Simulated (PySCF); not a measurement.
## Radial density of Ar (argon, neutral)

UHF, [Ar], closed-shell 1S. Computed with PySCF 2.14 in an even-tempered Gaussian basis (23 s from 0.01 bohr⁻², ratio 2.5; 15 p from 0.013 bohr⁻², ratio 2.5; 6 d from 0.91 bohr⁻², ratio 2.7; 5 f from 1.4 bohr⁻², ratio 2.7), with scalar relativity by spin-free X2C-1e.

```tsv
r (bohr)	4πr²ρ (e/bohr)
0.00152	0.1284
0.00256	0.3365
0.00430	0.8622
0.00724	2.125
0.0122	4.897
0.0205	10.06
0.0344	17.01
0.0579	20.97
0.0974	17.10
0.164	15.09
0.276	21.09
0.464	13.23
0.780	4.351
1.31	5.718
2.21	2.228
3.71	0.1767
6.24	0.001602
```

Densities and radii are taken from the X2C orbitals without a picture-change correction, which distorts them close to the nucleus.
